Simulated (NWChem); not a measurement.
Molecule: hydrogen bromide (HBr); SMILES Br

```xyz
2

Br     0.0000     0.0000     0.0395
H      0.0000     0.0000    -1.3829
```
Atoms are numbered in this order, from 1.

Program: NWChem. Pople sets run with spherical d functions. Geometry: optimised at PBE0/def2-SVP. B3LYP is NWChem's, with the RPA form of VWN correlation.

**Question.** Taking B3LYP/aug-cc-pVTZ as the yardstick, which of these has the fewest basis functions while keeping “dipole (D)” within 0.05 D of it: B3LYP/3-21G; B3LYP/STO-3G; B3LYP/def2-TZVP; B3LYP/def2-SVP; B3LYP/6-31G*; B3LYP/def2-SVPD?

**Answer.** B3LYP/def2-SVPD (a larger set in the list lies outside the tolerance).
```
level              basis functions  dipole (D)
-----------------  ---------------  ----------
B3LYP/STO-3G                    19        1.19
B3LYP/3-21G                     24        1.24
B3LYP/6-31G*                    34        1.10
B3LYP/def2-SVP                  37        1.01
B3LYP/def2-SVPD                 49        0.84
B3LYP/def2-TZVP                 54        0.92
B3LYP/aug-cc-pVTZ               82        0.84
```

The yardstick is one finite set, not the basis-set limit.
